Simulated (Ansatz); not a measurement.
Total energies of C$_{2}$H$_{6}$BCl$_{3}$S, SMILES `C[S+](C)[B-](Cl)(Cl)Cl`.

Z-matrix (Å, degrees):
```
C
S 1 1.788
H 1 1.089 2 108.8
H 1 1.090 2 109.6 3 -122.2
H 1 1.089 2 106.6 3 118.7
C 2 1.788 1 101.2 3 67.1
B 2 1.999 1 103.3 3 173.9
H 6 1.089 2 108.8 1 -67.1
H 6 1.090 2 109.6 1 55.1
H 6 1.089 2 106.6 1 174.2
Cl 7 1.820 2 103.1 1 -173.0
Cl 7 1.820 2 103.1 1 67.8
Cl 7 1.823 2 108.6 1 -52.6
```

Total charge 0; spin multiplicity 1. All single points use the PBE0-D4/def2-TZVP geometry. It is one conformer, not always the lowest. Basis def2-TZVPP, Ansatz 0.2.0.

RPA on PBE orbitals: Hartree–Fock energy of these orbitals -1880.07305 Eh, correlation -2.02173 Eh (frozen core).

| functional | energy without D4 (Eh) | D4 term (kJ/mol) |
| --- | --- | --- |
| LDA (SPW92) | -1876.84405 | – |
| PBE | -1882.80848 | -49.0 |
| revPBE | -1883.33157 | -136.5 |
| BLYP | -1883.60809 | -106.4 |
| r2SCANh | -1883.50919 | -13.0 |
| r2SCAN0 | -1883.49743 | -14.5 |
| HSE06 (plane-wave form) | -1882.93733 | -39.4 |
| BHLYP | -1883.62285 | -63.0 |
| LC-ωPBE | -1883.14053 | – |
| PBE-QIDH | -1882.63121 | – |

Question: Give the same for r2SCAN, B97M-V, PBE0, B3LYP, CAM-B3LYP, ωB97X-V, ωB97M-V, B2PLYP. (An estimate is asked.)

Answer: The calculation gave: 
```json
{"functional": "r2SCAN", "energy without D4 (Eh)": "-1883.51807", "D4 term (kJ/mol)": "-12.1"}
{"functional": "B97M-V", "energy without D4 (Eh)": "-1883.25670", "D4 term (kJ/mol)": "–"}
{"functional": "PBE0", "energy without D4 (Eh)": "-1882.97455", "D4 term (kJ/mol)": "-42.0"}
{"functional": "B3LYP", "energy without D4 (Eh)": "-1883.75787", "D4 term (kJ/mol)": "-79.6"}
{"functional": "CAM-B3LYP", "energy without D4 (Eh)": "-1883.67827", "D4 term (kJ/mol)": "-43.2"}
{"functional": "ωB97X-V", "energy without D4 (Eh)": "-1883.41059", "D4 term (kJ/mol)": "–"}
{"functional": "ωB97M-V", "energy without D4 (Eh)": "-1883.55494", "D4 term (kJ/mol)": "–"}
{"functional": "B2PLYP", "energy without D4 (Eh)": "-1883.07578", "D4 term (kJ/mol)": "–"}
```

B3LYP takes the VWN-RPA correlation (the form of Gaussian; ORCA's B3LYP/G). HSE06 is the plane-wave form, built on full-range PBE exchange. The double hybrids freeze the cores in their second-order part.

LC-ωPBE has ω = 0.4 bohr⁻¹.
